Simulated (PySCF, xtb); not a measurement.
Si(Cl)(Br)(Me)(OH) (CH4BrClOSi), SMILES Cl[Si](Br)(O)C.

xtb with GFN2-xTB at its own geometry gives an orbital gap of 6.66 eV and a dipole moment of 4.90 D.

Geometry: PBE-D3(BJ)/def2-SVP. The structure was generated by enumeration, and PubChem lists no compound with its InChIKey, so it may never have been made. Other conformers were not sampled.

### Question
What does PySCF with PBE/def2-TZVP give? (An estimate is asked for; the answer gives what the named calculation found.)

### Answer
gap 6.28 eV (levels -7.18 and -0.90 eV), dipole 0.99 D.
